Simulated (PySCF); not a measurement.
I(OH)3 (singlet). Method: PBE0/[I def2-SVP with ECP28, O def2-SVP, H def2-SVP], scalar-relativistic core potentials, density fitting, no spin–orbit coupling, PySCF.

Harmonic bands of its minimum:

```csv
ω (cm⁻¹),IR (km/mol)
175,1.5
200,9.0
239,77.9
316,95.3
346,86.3
516,91.6
529,34.0
583,162
600,41.4
914,19.1
969,86.6
1142,80.7
3738,89.1
3840,120
3841,10.9
```

**Question.** The central atom is I. Infer the point group and assign the bands.

**Answer.** C1. The modes span 15a: 175 a, 200 a, 239 a, 316 a, 346 a, 516 a, 529 a, 583 a, 600 a, 914 a, 969 a, 1142 a, 3738 a, 3840 a, 3841 a. The computed geometry has I–O 1.996 Å, I–O 2.022 Å, I–O 2.073 Å, O–H 0.968 Å (×2), O–H 0.975 Å; H–O–I 99.5°, H–O–I 108.1°, H–O–I 108.7°, O–I–O 81.5°, O–I–O 84.7°, O–I–O 166.2°.

This need not be the most stable arrangement of these atoms.
